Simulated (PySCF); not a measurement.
C7H12BF3.
Numbering: `[BH2:1][C@H:2]1[CH2:3][CH2:4][C@H:5]([C:6]([F:7])([F:8])[F:9])[CH2:10][CH2:11]1` (hydrogens: H12, H13 on B1; H14 on C2; H15, H16 on C3; H17, H18 on C4; H19 on C5; H20, H21 on C10; H22, H23 on C11)

The closed-shell ground state was solved at several levels (PySCF, density fitting, gas phase, non-relativistic). One conformer (not necessarily the lowest) at the PBE0-D3(BJ)/def2-SVP geometry, without solvent, vibrations or thermal averaging.

```csv
level,basis functions,total energy (Eh),HOMO (eV),LUMO (eV),gap (eV),dipole (D)
B3LYP/pcJ-1,417,-598.3748,-8.30,-1.72,6.58,1.75
PBE0/pcSseg-1,247,-597.6481,-8.52,-1.50,7.02,1.77
B3LYP/pcSseg-1,247,-598.3053,-8.32,-1.72,6.60,1.75
```

Q: Estimate the row for B3LYP/def2-SVPD, a basis of 325 functions; the other rows only guide the guess.

A: Total energy -597.9474 Eh, HOMO -8.33 eV, LUMO -1.76 eV, gap 6.57 eV, dipole 1.90 D.

Q: How much does the basis alone move the frontier levels among the 3 B3LYP rows (the withheld one included)?

A: The HOMO by 0.03 eV and the LUMO by 0.04 eV. By rising basis size (HOMO, LUMO in eV): pcSseg-1 -8.32, -1.72; def2-SVPD -8.33, -1.76; pcJ-1 -8.30, -1.72.

Q: How far do the dipole and the HOMO energy spread over the levels?

A: The dipole runs from 1.75 to 1.90 D (mean 1.79 D) and the HOMO from -8.52 to -8.30 eV.
